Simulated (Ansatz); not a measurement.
Spectroscopic constants of GeF, multiplicity 2 (the spin of the measured ground state). No spin–orbit coupling. Ge is treated without relativity.

The constants come from a fifth-degree fit in 1/R (seven points, main isotopes). Runs in def2 and cc sets follow the lowest solution found near the PBE0 minimum.

Codes used: Ansatz (a quantum-chemistry and plane-wave program) with Gaussian orbitals. Each number belongs to the level named beside it.

Energies at B3LYP/def2-TZVPP:

```
R (Å)        E (hartree)
--------  --------------
1.632812  -2176.92098498
1.676705  -2176.92699764
1.717087  -2176.93011299
1.762735  -2176.93141179
1.808384  -2176.93084131
1.861055  -2176.92839476
1.922505  -2176.92374403
```

Task: With a reduced mass of 15.1140 u, find the minimum, the force constant and the constants.

Result: A fifth-degree polynomial in 1/R puts the minimum at r_e = 1.7699 Å with force constant 374 N/m. Then ω_e = (1/2πc)√(k/μ) = 648 cm⁻¹ and B_e = h/(8π²cμr_e²) = 0.3560 cm⁻¹; the cubic and quartic terms give α_e = 0.0026 and ω_e x_e = 3.1 cm⁻¹.
